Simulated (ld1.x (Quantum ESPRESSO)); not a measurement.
## Transferability test, ultrasoft potential for zirconium

| Property | Result |
| --- | --- |
| Element | Zr (Z = 40) |
| Generator | ld1.x (Quantum ESPRESSO) 7.5 |
| Type | ultrasoft |
| Functional | PBEsol |
| Relativity | scalar-relativistic |
| Frozen core | [Ar] 3d10 |
| Valence charge | 12 |
| Reference configuration | 4s2 4p6 4d2 5s1.5 5p0.5 |
| Partial waves | 4s (bound): rcut 1.55, rcutus 1.85 bohr; 5s (bound): rcut 1.55, rcutus 1.85 bohr; 4p (bound): rcut 2.10, rcutus 2.80 bohr; 5p (bound): rcut 2.10, rcutus 2.80 bohr; 4d (bound): rcut 1.25, rcutus 1.70 bohr; 4d channel at 0.25 Ry: rcut 1.25, rcutus 1.70 bohr |
| Local potential | all-electron potential smoothed inside 1.80 bohr (lloc = -2) |
| Core correction | Bessel-smoothed model core, default radius (core density twice the valence density) |
| Augmentation charge | PSQ, inside the norm-conserving radii |

Energies are relative to the spin-unpolarised reference configuration 4s2 4p6 4d2 5s1.5 5p0.5; without spin polarisation the order of configurations can differ from experiment. The frozen-core shift is the all-electron ΔE with the core orbitals held at their reference shape minus the fully relaxed ΔE.

```csv
valence configuration,charge,ΔE all-electron (eV),error AE − PS (meV),frozen-core shift (meV)
4s2 4p6 4d2 5s2 5p0,0,-1.521,-1.0,-0.1
4s2 4p6 4d2 5s0 5p0,+2,18.559,-4.2,+2.2
4s2 4p6 4d0 5s0 5p0,+4,75.313,+9.7,+6.9
4s2 4p6 4d2 5s0 5p1,+1,9.395,-9.6,+0.9
4s1 4p6 4d2 5s2 5p0,+1,58.965,-35,+21
```

(1) What are ΔE and the potential's error for 4s2 4p6 4d1 5s0 5p0?

(2) What are ΔE and the potential's error for 4s2 4p6 4d2 5s1 5p0?

Levels in the configuration 4s2 4p6 4d2 5s2 5p0:

| level | all-electron (eV) | pseudo (eV) |
| --- | --- | --- |
| 4s | -54.456 | -54.474 |
| 4p | -32.429 | -32.452 |
| 4d | -3.611 | -3.613 |
| 5s | -4.465 | -4.463 |

## Answers

(1) ΔE = 41.144 eV all-electron; the error (AE − PS) is -4.5 meV.

(2) ΔE = 5.650 eV all-electron; the error (AE − PS) is -0.7 meV.

A variational frozen-core shift is positive and of second order in the change. This column holds negative values, so the frozen-core run of ld1.x carries numerical noise or an error of first order here, and the column gives no more than the rough size of the effect.
